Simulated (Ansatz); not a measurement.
Geometry optimisation, RKS PBE/6-31G* (Ansatz).

Input:

```yaml
crystal:
  periodic: [false, false, false]
  atoms:
    - { symbol: B, position_ang: [-0.030911, 0.645405, -0.553706] }
    - { symbol: Cl, position_ang: [-0.004387, 0.12477, 2.482855] }
    - { symbol: "N", position_ang: [1.226182, 0.027534, -0.776517] }
    - { symbol: H, position_ang: [1.337625, -0.961612, -0.987429] }
    - { symbol: H, position_ang: [2.093815, 0.471187, -0.490598] }
    - { symbol: "N", position_ang: [-1.282042, 0.034732, -0.82557] }
    - { symbol: H, position_ang: [-1.391689, -0.946659, -1.069985] }
    - { symbol: H, position_ang: [-2.164566, 0.506699, -0.658475] }
    - { symbol: H, position_ang: [-0.032447, 1.800352, -0.214715] }
    - { symbol: H, position_ang: [-0.10398, 0.947493, 1.43044] }
basis:
  gaussian: { orbitals: "6-31G*" }
hamiltonian:
  xc: pbe
relax:
  f_tol: 0.03
  max_steps: 50
output:
  orbitals: {}
```

Command:

```bash
$ ansatz run input.yaml --threads 1 --pin off --max-ram 2048MiB --backend cpu --events-out ev --progress --plain --runs-dir out
```

**Question.** Where does it end, and by what steps?

**Answer.** The forces met the threshold. The force dipped under the threshold on the way, but the program's further checks kept it going. After 21 steps the energy has fallen by 0.433 eV; H10 moved furthest, 1.12 Å.

| step | energy less start (eV) | largest force component (eV/Å) | accepted |
| --- | --- | --- | --- |
| 0 | 0.0000 | 0.723 | yes |
| 1 | -0.0782 | 0.800 | yes |
| 2 | -0.1040 | 0.909 | yes |
| 3 | -0.1219 | 0.639 | yes |
| 4 | -0.1399 | 0.098 | yes |
| 5 | -0.1431 | 0.046 | yes |
| 6 | -0.1460 | 0.027 | yes |
| 7 | -0.1354 | 0.819 | no |
| 8 | -0.1510 | 0.228 | yes |
| 9 | -0.1583 | 0.213 | yes |
| 10 | -0.1758 | 0.269 | yes |
| 11 | -0.2109 | 0.401 | yes |
| 12 | -0.2727 | 0.460 | yes |
| 13 | -0.3538 | 0.472 | yes |
| 14 | -0.3965 | 0.355 | yes |
| 15 | -0.4198 | 0.241 | yes |
| 16 | -0.3749 | 0.631 | no |
| 17 | -0.4297 | 0.185 | yes |
| 18 | -0.4322 | 0.089 | yes |
| 19 | -0.4319 | 0.043 | no |
| 20 | -0.4332 | 0.036 | yes |
| 21 | -0.4333 | 0.024 | yes |

```xyz
10
Properties=species:S:1:pos:R:3
B 0.173 0.814 -0.771
Cl -0.797 -0.014 2.823
N 1.352 0.102 -1.054
H 1.481 -0.896 -0.895
H 2.206 0.577 -1.332
N -1.011 0.150 -0.234
H -1.132 -0.854 -0.390
H -1.901 0.636 -0.354
H 0.141 2.009 -0.917
H -0.864 0.126 1.460
```

Time of the run: 50 s on 1 thread of Arm Neoverse V2, with other jobs on the host, peak memory 0.13 GiB.
